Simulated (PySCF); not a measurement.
**Sn²⁺: interval between two levels**

Sn²⁺ [Kr] 4d10 5s2 → Sn²⁺ [Kr] 4d9 5s2 5p1 [3F4, M_J = 4], as a difference of total energies. Calculation: PySCF 2.14, in x2c-TZVPall-2c with one added diffuse shell each of s, p, d, f type (9s10p6d3f, 90 functions); the two-component X2C-1e Hamiltonian. Correlated levels: [Ar] 3d10 frozen; the 6 highest virtual spinors dropped. "Screened" scales the spin-orbit matrix elements by Boettger's factors to mimic the two-electron term; Breit and QED terms are absent.

```
                    method  interval between two levels (cm⁻¹)
           GHF (spin-free)                              213370
          GMP2 (spin-free)                              218250
 GHF (screened spin-orbit)                              211850
GMP2 (screened spin-orbit)                              216670
```

The labels give the starting determinants; with spin-orbit coupling the two ends relaxed to ⟨J²⟩ = 0.00, ⟨L²⟩ = 0.02, ⟨S²⟩ = 0.02 and ⟨J²⟩ = 20.02, ⟨L²⟩ = 12.03, ⟨S²⟩ = 2.02.
